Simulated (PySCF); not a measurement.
C4H10Al (SMILES C[CH2][Al][CH2]C), doublet, geometry from GFN2-xTB (such geometries of metal compounds can be far from the true shape) (the spin is typed, not shown lowest), with bond 14-10 at 2.0 times its length; CAMB3LYP/STO-3G (PySCF).

PySCF was given this input:
```python
from pyscf import gto, scf, dft

mol = gto.Mole()
mol.atom = '''
    Al    0.50514851    0.60140878    0.16716194
    C     1.45041655   -0.97304291    1.04337965
    C     1.03405232   -2.33915331    0.47834721
    H     1.27590597   -0.97642399    2.13114692
    H     2.54126947   -0.86115121    0.92986114
    H     1.24941148   -2.39612036   -0.58831340
    H    -0.03593351   -2.49676484    0.60884902
    H     1.56151532   -3.15468257    0.97536003
    C    -1.37870763    0.54979668   -0.60539741
    C    -1.77024716    1.94659307   -1.11621692
    H    -2.12284744    0.22052076    0.13561594
    H    -1.46075454   -0.16830071   -1.43564308
    H    -1.06995303    2.28410127   -1.88222076
    H    -1.72213354    3.39870619    0.51240180
    H    -2.77243859    1.95269688   -1.54652871
'''
mol.basis = 'sto-3g'
mol.spin = 1
mol.verbose = 4
mol.build()

mf = dft.UKS(mol)
mf.xc = 'camb3lyp'
mf.kernel()
```

The log (banner, timings and long lists left out):

```
PySCF version 2.14.0

[INPUT] verbose = 4
[INPUT] num. atoms = 15
[INPUT] num. electrons = 47
[INPUT] charge = 0
[INPUT] spin (= nelec alpha-beta = 2S) = 1
[INPUT] symmetry False subgroup None
[INPUT] Mole.unit = angstrom
[INPUT] Symbol           X                Y                Z      unit          X                Y                Z       unit  Magmom
[INPUT]  1 Al     0.505148510000   0.601408780000   0.167161940000 AA    0.954592336132   1.136497883109   0.315890285051 Bohr   0.0
[INPUT]  2 C      1.450416550000  -0.973042910000   1.043379650000 AA    2.740890046037  -1.838784607350   1.971701782445 Bohr   0.0
[INPUT]  3 C      1.034052320000  -2.339153310000   0.478347210000 AA    1.954075683271  -4.420359119270   0.903945219350 Bohr   0.0
[INPUT]  4 H      1.275905970000  -0.976423990000   2.131146920000 AA    2.411112843998  -1.845173922555   4.027284010010 Bohr   0.0
[INPUT]  5 H      2.541269470000  -0.861151210000   0.929861140000 AA    4.802303307019  -1.627339938738   1.757182888476 Bohr   0.0
[INPUT]  6 H      1.249411480000  -2.396120360000  -0.588313400000 AA    2.361045514087  -4.528011241894  -1.111751201412 Bohr   0.0
[INPUT]  7 H     -0.035933510000  -2.496764840000   0.608849020000 AA   -0.067904492594  -4.718201745044   1.150557899010 Bohr   0.0
[INPUT]  8 H      1.561515320000  -3.154682570000   0.975360030000 AA    2.950836294113  -5.961486067239   1.843163329548 Bohr   0.0
[INPUT]  9 C     -1.378707630000   0.549796680000  -0.605397410000 AA   -2.605379826548   1.038965149395  -1.144035301421 Bohr   0.0
[INPUT] 10 C     -1.770247160000   1.946593070000  -1.116216920000 AA   -3.345282305189   3.678527778276  -2.109344274406 Bohr   0.0
[INPUT] 11 H     -2.122847440000   0.220520760000   0.135615940000 AA   -4.011600265834   0.416723841181   0.256276984725 Bohr   0.0
[INPUT] 12 H     -1.460754540000  -0.168300710000  -1.435643080000 AA   -2.760426015815  -0.318042248470  -2.712972233827 Bohr   0.0
[INPUT] 13 H     -1.069953030000   2.284101270000  -1.882220760000 AA   -2.021918192849   4.316325841071  -3.556881742371 Bohr   0.0
[INPUT] 14 H     -1.722133540000   3.398706190000   0.512401800000 AA   -3.254360740528   6.422623876964   0.968299067734 Bohr   0.0
[INPUT] 15 H     -2.772438590000   1.952696880000  -1.546528710000 AA   -5.239149632275   3.690062307493  -2.922515705677 Bohr   0.0

nuclear repulsion = 195.207326009713
number of shells = 27
number of NR pGTOs = 117
number of NR cGTOs = 39
basis = sto-3g
ecp = {}

******** <class 'pyscf.dft.uks.UKS'> ********
method = UKS
initial guess = minao
damping factor = 0
level_shift factor = 0
DIIS = <class 'pyscf.scf.diis.CDIIS'>
diis_start_cycle = 1
diis_space = 8
diis_damp = 0
SCF conv_tol = 1e-09
SCF conv_tol_grad = None
SCF max_cycles = 50
direct_scf = True
direct_scf_tol = 1e-13
number electrons alpha = 24  beta = 23
XC library pyscf.dft.libxc version 7.1.2
    S. Lehtola, C. Steigemann, M. J. T. Oliveira, and M. A. L. Marques,  SoftwareX 7, 1–5 (2018)
XC functionals = camb3lyp
    T. Yanai, D. P. Tew, and N. C. Handy,  Chem. Phys. Lett. 393, 51 (2004)
radial grids:
    Treutler-Ahlrichs [JCP 102, 346 (1995); DOI:10.1063/1.469408] (M4) radial grids

becke partition: Becke, JCP 88, 2547 (1988); DOI:10.1063/1.454033
pruning grids: <function nwchem_prune>
grids dens level: 3
symmetrized grids: False
atomic radii adjust function: <function treutler_atomic_radii_adjust>
small_rho_cutoff = 0
Set gradient conv threshold to 3.16228e-05
tot grids = 173736
init E= -395.49395813837

cycle= 1 E= -395.516062717495  delta_E= -0.0221  |g|= 0.279  |ddm|=  3.2
cycle= 2 E= -395.154002723623  delta_E= 0.362  |g|= 0.485  |ddm|= 2.26
cycle= 3 E= -395.576362901262  delta_E= -0.422  |g|= 0.189  |ddm|= 2.11
cycle= 4 E= -395.628073645403  delta_E= -0.0517  |g|= 0.0847  |ddm|= 0.46
cycle= 5 E= -395.656236397929  delta_E= -0.0282  |g|= 0.0388  |ddm|= 0.511
cycle= 6 E= -395.666264861378  delta_E= -0.01  |g|= 0.0424  |ddm|= 0.387
cycle= 7 E= -395.670410052104  delta_E= -0.00415  |g|= 0.0278  |ddm|= 0.187
cycle= 8 E= -395.673558098513  delta_E= -0.00315  |g|= 0.0254  |ddm|= 0.121
cycle= 9 E= -395.673389702297  delta_E= 0.000168  |g|= 0.0253  |ddm|= 0.00554
cycle= 10 E= -395.66653382931  delta_E= 0.00686  |g|= 0.00945  |ddm|= 0.356
cycle= 11 E= -395.666451469422  delta_E= 8.24e-05  |g|= 0.00426  |ddm|=  0.1
cycle= 12 E= -395.666473725791  delta_E= -2.23e-05  |g|= 0.00282  |ddm|= 0.0632
cycle= 13 E= -395.666431176459  delta_E= 4.25e-05  |g|= 0.000566  |ddm|= 0.0309
cycle= 14 E= -395.666431570126  delta_E= -3.94e-07  |g|= 0.00016  |ddm|= 0.00256
cycle= 15 E= -395.666431655257  delta_E= -8.51e-08  |g|= 5.63e-05  |ddm|= 0.00131
cycle= 16 E= -395.666431640688  delta_E= 1.46e-08  |g|= 1.57e-05  |ddm|= 0.000602
cycle= 17 E= -395.666431640832  delta_E= -1.44e-10  |g|= 5.7e-06  |ddm|= 8.87e-05
Extra cycle  E= -395.666431640914  delta_E= -8.2e-11  |g|= 3.43e-06  |ddm|= 2.13e-05
converged SCF energy = -395.666431640914  <S^2> = 0.7522887  2S+1 = 2.0022874
```
